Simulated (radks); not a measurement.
Species: Sb3-. Configuration: [Xe].

Method: scalar-relativistic Kohn-Sham, r2SCAN, spin-polarised, spherical densities, finite nucleus; meta-GGA in the generalised Kohn-Sham scheme; Fermi nuclear charge, rms radius 4.6802 fm; Watson sphere of charge +3 and radius 3.38 bohr; computed with a radial shooting solver on a logarithmic mesh with Libxc functionals.

Energy parts (hartree; the electron-nucleus part includes the sphere):
part                        energy
total                  -6529.05564
kinetic                 6780.60958
electron-nucleus      -15773.84481
Hartree                 2635.72971
exchange-correlation    -171.55012

Orbitals (lengths in bohr, moments of r in powers of bohr; r(90%) holds 90 % of the orbital's charge):
| orbital | occ. | eigenvalue (hartree) | <r^4> | r(90%) | <r> |
|---|---|---|---|---|---|
| 1s | 2 | -1115.615 | 3.131e-06 | 0.0511 | 0.02843 |
| 2s | 2 | -170.2821 | 0.0005401 | 0.189 | 0.1226 |
| 2p | 6 | -152.7498 | 0.0003898 | 0.174 | 0.1071 |
| 3s | 2 | -33.55476 | 0.02360 | 0.485 | 0.3298 |
| 3p | 6 | -27.79949 | 0.02498 | 0.493 | 0.3283 |
| 3d | 10 | -19.03377 | 0.02253 | 0.480 | 0.3054 |
| 4s | 2 | -5.53180 | 0.7468 | 1.14 | 0.7925 |
| 4p | 6 | -3.76294 | 1.067 | 1.25 | 0.8535 |
| 4d | 10 | -1.18683 | 3.017 | 1.60 | 1.036 |
| 5s | 2 | -0.48373 | 69.55 | 3.59 | 2.397 |
| 5p | 6 | -0.21892 | 193.4 | 4.62 | 3.087 |

The highest occupied level is 5p at -5.957 eV. Summed over all electrons, <r^2> = 99.99 bohr^2, which gives a Langevin (diamagnetic) susceptibility term of -79.2 x 10^-6 cm^3/mol. The density falls to 0.001 e/bohr^3 at r = 5.29 bohr.
